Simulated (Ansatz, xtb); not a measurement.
# CH2AlFSn: where a starting geometry ends

The starting geometry of this gas-phase singlet was built from a drawn formula by distance geometry and a force field; its bonds are those of `F[C]#[Sn][AlH2]`.

```
atom    x (Å)   y (Å)    z (Å)
   C  -0.3978  1.3574  -0.9949
  Al  -1.4075  2.2447   3.2755
   F  -0.0433  1.0349  -2.2409
  Sn  -0.8006  1.7250   0.7461
   H  -1.7858  3.7491   3.7118
   H  -1.4306  1.0405   4.3259
```

**Question.** Where would you expect an optimisation with r2SCAN-D4/def2-SVP to take it?

**Answer.** New bonds form, giving a structure with H6 bridging Al2 and Sn4, given below by its coordinates. Distances that change by over a tenth: C1–Sn4 (1.82 → 2.12 Å). Contacts that close: C1–Al2 (4.48 → 1.87 Å), Sn4–H6 (3.70 → 2.02 Å).

The energy falls by 2.84 eV over 33 steps:

```tsv
step	E − E(last) (eV)
1	2.836
5	2.391
8	2.023
12	1.830
15	1.631
19	0.862
22	0.538
26	0.265
29	0.017
33	0.000
```

Final geometry (Å):

```xyz
6

C    -0.7150    1.7044    0.4533
Al   -1.3831    2.5628    1.9686
F    -0.5568    1.9150   -0.8562
Sn   -0.1713   -0.0164    1.5697
H    -2.0586    3.7565    2.7559
H    -0.9807    1.2292    2.9320
```

From the same start GFN2-xTB ends elsewhere, differing in Al2–F3 (1.83 against 3.01 Å here), Al2–Sn4 (3.93 against 2.88 Å here), Sn4–H6 (4.89 against 2.02 Å here).

The end wasn't checked by frequencies. Atoms past krypton carry core potentials, without spin–orbit terms. Run with Ansatz 0.2.0, 31 s on 2 threads of Intel(R) Xeon(R) 6975P-C (Granite Rapids) (shared host).
